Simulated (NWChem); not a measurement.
SbCl$_{3}$; SMILES [Cl][Sb]([Cl])[Cl]

```xyz
4

Sb     0.0000     0.0000     0.5591
Cl    -1.9731     0.5921    -0.5993
Cl     1.4993     1.4127    -0.5993
Cl     0.4738    -2.0048    -0.5993
```
Atoms are numbered in this order, from 1.

Structure relaxed at the PBE0/def2-SVP level. Not confirmed as a minimum by frequencies. def2 effective core potentials on Sb; no spin-orbit coupling.

Question: List the 4 lowest vertical singlet excitations from PBE0/def2-SVPD with def2 effective core potentials on Sb, TDA (NWChem).

Answer: 
```tsv
state	energy (eV)	oscillator strength	leading excitation (squared amplitude)
S1	5.48	0.064	HOMO → LUMO+2 (0.97)
S2	5.50	0.034	HOMO → LUMO (0.38)
S3	5.50	0.034	HOMO → LUMO+1 (0.38)
S4	5.77	0.000	HOMO−1 → LUMO+2 (0.88)
```
